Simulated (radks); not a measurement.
S VIII, configuration [He] 2s2 2p5.

All-electron calculation, non-relativistic Kohn-Sham, r2SCAN, spin-unpolarised, spherical densities, point nucleus; meta-GGA in the generalised Kohn-Sham scheme. Program: a radial shooting solver on a logarithmic mesh with Libxc functionals.

Energy parts (eV):
total: -10272.321
kinetic: 10263.675
electron-nucleus: -23003.656
Hartree: 3048.525
exchange-correlation: -580.866

Orbitals (lengths in bohr, moments of r in powers of bohr; r(90%) holds 90 % of the orbital's charge):
orbital,occ.,eigenvalue (eV),r(90%),<1/r>,<r^2>
1s,2,-2581.517,0.173,15.57,0.01270
2s,2,-362.9495,0.720,3.163,0.2537
2p,5,-309.4225,0.691,3.075,0.2174

The highest occupied level is 2p at -309.42 eV. Virial ratio -V/T = 2.00084. The density falls to 0.001 e/bohr^3 at r = 1.44 bohr. Summed over all electrons, <r^2> = 1.620 bohr^2, which gives a Langevin (diamagnetic) susceptibility term of -1.28 x 10^-6 cm^3/mol.
